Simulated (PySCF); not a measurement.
Electron correlation in N³⁺ (nitrogen, charge +3)

[He] 2s2, closed-shell 1S. Calculation: PySCF 2.14, in x2c-QZVPPall with one added diffuse shell each of s, p, d, f type (8s5p4d3f1g, 73 functions); the spin-free X2C one-electron Hamiltonian (Gaussian nucleus). Frozen: nothing; 4 electrons correlated.

```tsv
level	correlation energy (mhartree)
CCSD	-106.03
(T)	-0.47
CCSD(T)	-106.50
```

Diagnostics: T1 = 0.0049, D1 = 0.0098, largest double amplitude 0.152.

Problem. Is a single reference adequate?

Solution. Not fully. A double-excitation amplitude exceeds 0.15, a sign of near-degeneracy.

This basis was not built for core-valence correlation, so the inner-shell part is incomplete.
